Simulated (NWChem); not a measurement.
Program: NWChem. System: H$_{2}$Be, charge 0, spin multiplicity 1, at a geometry optimised with PBE/def2-SVP. The structure started from a generated list of species. Level: real-time TD-PBE0/6-31G* (spherical d).

The NWChem input:

```
start mol
memory heap 200 mb stack 900 mb global 1100 mb
geometry "system" units angstroms nocenter noautoz noautosym
  Be     0.000000     0.000000     0.000000
  H      0.000000     0.000000     1.344248
  H      0.000000     0.000000    -1.344248
end
set geometry "system"
basis spherical
  * library 6-31g*
end
dft
  xc pbe0
  semidirect memsize 60000000 filesize 0
  iterations 100
  convergence energy 1e-10 density 1e-9 gradient 1e-8
  tolerances tight
end
task dft energy
rt_tddft
  tmax 150.0
  dt 0.2
  tag "kick"
  print dipole
  field "kick"
    type delta
    polarization z
    max 0.0001
  end
  excite "system" with "kick"
end
task dft rt_tddft
```

Output (cleaned and shortened):

```
             Northwest Computational Chemistry Package (NWChem) 7.3.0
             --------------------------------------------------------

                                NWChem Input Module
                                -------------------

 Scaling coordinates for geometry "system" by  1.889725989
 (inverse scale =  0.529177249)

                              Geometry "system" -> ""
                              -----------------------

 Output coordinates in angstroms (scale by  1.889725989 to convert to a.u.)

  No.       Tag          Charge          X              Y              Z
 ---- ---------------- ---------- -------------- -------------- --------------
    1 Be                   4.0000     0.00000000     0.00000000     0.00000000
    2 H                    1.0000     0.00000000     0.00000000     1.34424800
    3 H                    1.0000     0.00000000     0.00000000    -1.34424800

 Effective nuclear repulsion energy (a.u.)       3.3461136758

            Nuclear Dipole moment (a.u.)
            ----------------------------
        X                 Y               Z
 ---------------- ---------------- ----------------
     0.0000000000     0.0000000000     0.0000000000


 Summary of "ao basis" -> "" (spherical)
 ------------------------------------------------------------------------------
       Tag                 Description            Shells   Functions and Types
 ---------------- ------------------------------  ------  ---------------------
 *                           6-31g*                   on all atoms

                                 NWChem DFT Module
                                 -----------------

 Summary of "ao basis" -> "ao basis" (spherical)
 ------------------------------------------------------------------------------
       Tag                 Description            Shells   Functions and Types
 ---------------- ------------------------------  ------  ---------------------
 Be                          6-31g*                  6       14   3s2p1d
 H                           6-31g*                  2        2   2s

 Summary of "ao basis" -> "ao basis" (spherical)
 ------------------------------------------------------------------------------
       Tag                 Description            Shells   Functions and Types
 ---------------- ------------------------------  ------  ---------------------
 Be                          6-31g*                  6       14   3s2p1d
 H                           6-31g*                  2        2   2s

  itol2e modified to match energy
  convergence criterion.
  tol_rho modified to match energy
  convergence criterion.

            General Information
            -------------------
          SCF calculation type: DFT
          Wavefunction type:  closed shell.
          No. of atoms     :     3
          No. of electrons :     6
           Alpha electrons :     3
            Beta electrons :     3
          Charge           :     0
          Spin multiplicity:     1
          Use of symmetry is: off; symmetry adaption is: off
          Maximum number of iterations: 100
          AO basis - number of functions:    18
                     number of shells:    10
          Convergence on energy requested:  1.00D-10
          Convergence on density requested:  1.00D-09
          Convergence on gradient requested:  1.00D-08

              XC Information
              --------------
                         PBE0 Method XC Functional
                     Hartree-Fock (Exact) Exchange  0.250
[...]
     Total no. electrons    : 6
     System charge          : 0

               2e integrals
               ------------
     tol2e for real part of Fock matrix:  1.0000E-11
     tol2e for imag part of Fock matrix:  1.0000E-13

                    Propagation parameters
                    ----------------------
     End time (tmax)       :  1.5000E+02 au =  3.6283E+00 fs
     Time step (dt)        :  2.0000E-01 au =  4.8378E-03 fs
     No. time steps (nt)   : 750
     Progagation method    : 2nd order Magnus w/ self-consistent interpolation
     Exponentiation method : Adaptive contractive power series

                        Tolerances
                        ----------
     Zero / comparison / check tolerance  :  1.0000E-08
     Series convergence tolerance         :  1.0000E-10
     Interpolation convergence tolerance  :  1.0000E-07
     Reqd no. zero terms in series        : 3
     Reqd no. zero terms in interpolation : 1

                Output and checking parameters
                ------------------------------
     Quantites to print : messages, dipole, field, energy, <S^2>
     No. print points   : 750 (once every 1 time steps)
     No. checks         : 10 (once every 75 time steps)
     No. restart points : 100 (once every 7 time steps)
     Checking level     : 1 (checkpoints only)
     Profiling          : No

 Dipole and quadrupole matrices
 ------------------------------
     Center of mass = ( 0.0000E+00,  0.0000E+00,  0.0000E+00)
     norm[D_x]  =  1.7428E+00
     norm[D_y]  =  1.7428E+00
     norm[D_z]  =  2.5403E+00
     norm[Q_xx] =  9.1119E+00
     norm[Q_xy] =  3.0373E+00
     norm[Q_xz] =  3.0373E+00
     norm[Q_yy] =  9.1119E+00
     norm[Q_yz] =  3.0373E+00
     norm[Q_zz] =  9.1119E+00

         Applied fields
         --------------

               "kick"
     Type            : delta
     Polarization    : z
     Field maximum   :  1.0000E-04 au =  5.1421E-02 V/nm

        Excitation rules
        ----------------
     Excite geometry "system" with "kick"

                             Closed shell propagation
                             ------------------------

****************************** WARNING ******************************
  Starting movecs not specified--trying SCF output:
   ./mol.movecs
*********************************************************************

     File name              : ./mol.movecs
     Job title              :
     Basis set name         : ao basis
     SCF type               : dft
     Atomic orbitals        : 18
     Molecular orbitals     : 18

   Vector      Occupation     Eigenvalue [au]
 --------------------------------------------
         1        2.00       -4.05433290E+00
         2        2.00       -3.56652252E-01
         3        2.00       -3.18721057E-01
         4        0.00       -1.64975027E-02
         5        0.00       -1.64975027E-02
         6        0.00        9.48478463E-02
         7        0.00        2.06573798E-01
         8        0.00        3.15739732E-01
         9        0.00        3.20814217E-01
        10        0.00        3.20814217E-01
        11        0.00        4.07557158E-01
        12        0.00        7.70588172E-01
        13        0.00        8.38430156E-01
        14        0.00        8.38430156E-01
        15        0.00        8.93873620E-01
        16        0.00        8.93878296E-01
        17        0.00        1.21842977E+00
        18        0.00        1.65447772E+00

kick      0.00000        ### Propagation started ###
kick      0.00000        ### Checks passed ###
kick      0.00000   0.000000000000E+000   0.000000000000E+000   1.000000000000E-004     # Applied E-field [system] (alpha spin)
kick      0.00000   0.000000000000E+000   0.000000000000E+000   1.000000000000E-004     # Applied E-field [system] (beta spin)
kick      0.00000   3.346113675823E+000     # Enuc
kick      0.00000  -2.704361106091E+001     # Ecore
kick      0.00000   1.137237507468E+001     # Ecoul
kick      0.00000  -3.543033627810E+000     # Exc(1)
kick      0.00000   0.000000000000E+000     # Exc(2)
kick      0.00000  -1.586815593823E+001     # Etot
kick      0.00000   1.421085471520E-014     # Eadded
kick      0.00000   7.470151380341E-014  -1.017682254910E-013  -1.110223024625E-014     # Dipole moment [system]
kick      0.00000        ### Saved restart file ###
kick      0.00000   4.662936703426E-014     # Magnus interpol (matrix 1 of 1)
kick      0.00000                     2     # Magnus total interpolations
kick      0.20000   0.000000000000E+000   0.000000000000E+000   0.000000000000E+000     # Applied E-field [system] (alpha spin)
kick      0.20000   0.000000000000E+000   0.000000000000E+000   0.000000000000E+000     # Applied E-field [system] (beta spin)
kick      0.20000   3.346113675823E+000     # Enuc
kick      0.20000  -2.704361106075E+001     # Ecore
kick      0.20000   1.137237507474E+001     # Ecoul
kick      0.20000  -3.543033627816E+000     # Exc(1)
kick      0.20000   0.000000000000E+000     # Exc(2)
kick      0.20000  -1.586815593800E+001     # Etot
kick      0.20000   2.264428644594E-010     # Eadded
kick      0.20000   7.468081687890E-014  -1.017716740545E-013   4.518628680783E-006     # Dipole moment [system]
kick      0.20000   1.620925615953E-013     # Magnus interpol (matrix 1 of 1)
kick      0.20000                     2     # Magnus total interpolations
kick      0.40000   0.000000000000E+000   0.000000000000E+000   0.000000000000E+000     # Applied E-field [system] (alpha spin)
kick      0.40000   0.000000000000E+000   0.000000000000E+000   0.000000000000E+000     # Applied E-field [system] (beta spin)
kick      0.40000   3.346113675823E+000     # Enuc
...
kick     28.60000   0.000000000000E+000   0.000000000000E+000   0.000000000000E+000     # Applied E-field [system] (alpha spin)
kick     28.60000   0.000000000000E+000   0.000000000000E+000   0.000000000000E+000     # Applied E-field [system] (beta spin)
kick     28.60000   3.346113675823E+000     # Enuc
kick     28.60000  -2.704361106052E+001     # Ecore
kick     28.60000   1.137237507446E+001     # Ecoul
kick     28.60000  -3.543033627767E+000     # Exc(1)
kick     28.60000   0.000000000000E+000     # Exc(2)
kick     28.60000  -1.586815593800E+001     # Etot
kick     28.60000   2.288018663421E-010     # Eadded
kick     28.60000   7.293641856103E-014  -9.885367214197E-014  -2.780790312173E-005     # Dipole moment [system]
kick     28.60000   8.881784197001E-016     # Magnus interpol (matrix 1 of 1)
kick     28.6000
```
